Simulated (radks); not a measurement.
Values are calculated unless marked as measured or tabulated.
Ionisation of neutral lanthanum, [Xe] 5d1 6s2, to [Xe] 5d2 as the strength of local exchange is varied. Level of theory: scalar-relativistic Kohn-Sham, Slater X-alpha exchange (alpha = 2/3 is LDA exchange), no correlation, spin-polarised, spherical densities, point nucleus; open shells are filled with parallel spins first (spin-orbit coupling, left out, can overturn this in heavy ions) (a radial shooting solver on a logarithmic mesh with Libxc functionals).

alpha  E(La) (hartree)  exchange (hartree)  IE (eV)  -e of the level emptied (eV)  <r> of it (bohr)
0.667       -8481.4884           -191.1912    5.100                    2.754 (6s)             4.611
0.674       -8483.5012           -193.2407    5.100                    2.780 (6s)             4.602
0.964       -8567.2812           -278.9294    4.996                    3.998 (6s)             4.260
0.994       -8575.9919           -287.8807    4.973                    4.136 (6s)             4.227
0.997       -8576.8634           -288.7767    4.970                    4.150 (6s)             4.223
1.037       -8588.4916           -300.7392    4.935                    4.338 (6s)             4.180

NIST Atomic Spectra Database: 5.577 eV (measured). The central value is not met in this range of alpha. Open shells are spherical and high-spin; term and fine-structure splittings are not resolved. Spin-orbit splitting is averaged out at the scalar-relativistic level.
